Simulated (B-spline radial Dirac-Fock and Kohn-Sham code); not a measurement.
## Successive ionisation energies of tin: Dirac-Fock against NIST

Calculated with a B-spline atomic structure program, using ΔSCF Dirac-Fock with Breit, self-energy and vacuum polarisation, finite nucleus, configuration average. Each value is the difference of the configuration-average energies of two neighbouring ions in their tabulated ground configurations. The model has no electron correlation. NIST's values refer to the lowest levels; many for high charge states are themselves semi-empirical or theoretical. Where a p, d or f shell is open in either ion the computed value averages over both j values and all terms, while the table refers to the lowest levels; that difference holds spin-orbit splitting (largest in heavy or highly charged ions), term energies where several electrons share open shells, and correlation, and it can reach 10 % or more.

```
  ion  configuration  computed (eV)       NIST (eV)            kind  NIST − computed (eV)
Sn³⁰⁺       [Ar] 3d2         1752.3        1763 ± 4     theoretical                +10.67
Sn³¹⁺       [Ar] 3d1         1837.0        1844 ± 4     theoretical                 +6.97
Sn³²⁺   [Ne] 3s2 3p6         2092.9        2074 ± 6  semi-empirical                -18.87
Sn³³⁺   [Ne] 3s2 3p5         2169.2    2142.1 ± 2.1  semi-empirical                -27.12
Sn³⁴⁺   [Ne] 3s2 3p4         2246.5        2227 ± 3  semi-empirical                -19.47
Sn³⁵⁺   [Ne] 3s2 3p3         2324.6        2326 ± 9  semi-empirical                 +1.38
Sn³⁶⁺   [Ne] 3s2 3p2         2403.7        2443 ± 5  semi-empirical                +39.32
Sn³⁷⁺   [Ne] 3s2 3p1         2483.6       2499 ± 11  semi-empirical                +15.37
Sn³⁸⁺       [Ne] 3s2         2679.6        2687 ± 4  semi-empirical                 +7.36
Sn³⁹⁺       [Ne] 3s1         2761.6  2762.49 ± 0.08  semi-empirical                 +0.85
Sn⁴⁰⁺   [He] 2s2 2p6         6492.0        6421 ± 3  semi-empirical                -71.03
```

**Question.** Where in this range is the largest relative jump, and why?

**Answer.** From Sn³⁹⁺ (2761.6 eV) to Sn⁴⁰⁺ (6492.0 eV), a factor of 2.35. The configuration goes from [Ne] 3s1 to [He] 2s2 2p6, so the next electron comes out of a deeper subshell.
